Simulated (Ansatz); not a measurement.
Ansatz (a first-principles code) input (B2GP-PLYP/def2-TZVPD):

Ansatz 0.2 input:
```yaml
crystal:
  periodic: [false, false, false]
  atoms:
    - {symbol: S, position_ang: [1.18037167, -1.81744627, 0.12292597]}
    - {symbol: Si, position_ang: [0.23250471, 0.03539951, 0.05391868]}
    - {symbol: S, position_ang: [-2.03967130, -0.22093539, -0.51317412]}
    - {symbol: Cl, position_ang: [-0.00373254, 0.83186344, 1.87743925]}
    - {symbol: Cl, position_ang: [0.77946490, 1.29693041, -1.40771314]}
    - {symbol: H, position_ang: [1.47834802, -1.80806049, -1.19259173]}
    - {symbol: H, position_ang: [-1.87268692, -0.99675682, -1.60616167]}
    - {symbol: H, position_ang: [-2.29938279, -1.26616456, 0.30251837]}
basis:
  gaussian:
    orbitals: def2-TZVPD
hamiltonian:
  xc: {name: B2GP-PLYP}
total_charge: 1
magnetization: {spin_polarized: false}
correlation: {electrons: outside_noble_gas}
```

End of the output:

```
integrals: 0.56 GiB planned
1594 factors; integrals over basis functions are off by at most 9.2e-4 eV
0.38 GiB of the device are held for the grids
1.46 GiB of device memory are held for the factors and their scratch space
mean field: 1.84 GiB planned
mean field evaluation 1: about -54605.6675 eV, gradient 2.5e1 eV
mean field evaluation 2: about -54606.1692 eV, gradient 2.5e1 eV
mean field evaluation 4: about -54607.9025 eV, gradient 2.6e0 eV
mean field evaluation 8: about -54607.9300 eV, gradient 2.8e-1 eV
mean field evaluation 16: about -54607.9303 eV, gradient 3.6e-4 eV
mean field -54607.93028314 eV, -2006.8044233210 hartree, gradient 7.1e-6 eV, S^2 0.000000; 0 other end points of the search recorded, 0 dependent functions left out
25 core orbitals not correlated
reference -54607.93044300 eV, -2006.8044291955 hartree; 16, 16 occupied and 213, 213 virtual orbitals, 1594 factors
second order -26.23940501 eV of doubles, -0.00000000 eV of singles
Total energy: -54617.37662880 eV, -2007.1515701210 hartree
```

It need not be the lowest isomer of its formula.
